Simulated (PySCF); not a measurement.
Computed shifts of a molecule C3H4ClF, PBE0/pcSseg-1 in PySCF, GIAO, gas phase, atoms alike by connectivity averaged where their shifts nearly agree, in ppm (number of nuclei): ¹³C: 156.7 (1), 133.3 (1), 20.5 (1). ¹⁹F: -134.5 (1). ¹H: 7.23 (1), 2.31 (3). References: ¹³C against TMS (σ = 186.3 ppm); ³⁵Cl against HCl (σ = 945.9 ppm); ¹⁹F against CFCl3 (σ = 167.2 ppm); ¹H against TMS (σ = 31.56 ppm), references at their B3LYP-D3(BJ)/def2-TZVP geometries, non-relativistic (without spin–orbit terms, shifts of atoms bonded to Cl or Br come out too high). The structure is a stationary point at PBE0-D3(BJ)/def2-SVP. Other conformers were not sampled.

**Question.** Pick the molecule that these values belong to.
A. FC1(Cl)CC1
B. C/C(Cl)=C\F
C. C/C=C(\F)Cl
D. F[C@@H]1C[C@H]1Cl

**Answer.** B, C/C(Cl)=C\F
